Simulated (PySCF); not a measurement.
## Ionisation energy of In⁺ by level of theory

In⁺ [Kr] 4d10 5s2 (1S) → In²⁺ [Kr] 4d10 5s1 (2S), as a difference of total energies. Computed with PySCF 2.14 in ANO-RCC-VTZP, with scalar relativity by spin-free X2C-1e. Correlated levels: valence: [Kr] 4d10 frozen. The calculations carry no spin-orbit coupling.

| method | ionisation energy (eV) |
| --- | --- |
| UHF | 17.022 |
| MP2 (valence) | 17.625 |
| SCS-MP2 (valence) | 17.746 |
| CCSD (valence) | 17.889 |

Errors of the correlated levels include the incompleteness of this basis and the frozen core.

With two correlated electrons CCSD is exact in that space.

Q: Which method comes closest to the reference value, and which is furthest?

A: The reference is 18.870 eV (measured; NIST Atomic Spectra Database, ionization energies). Closest: CCSD (valence) (error -0.981 eV); furthest: UHF (error -1.848 eV).
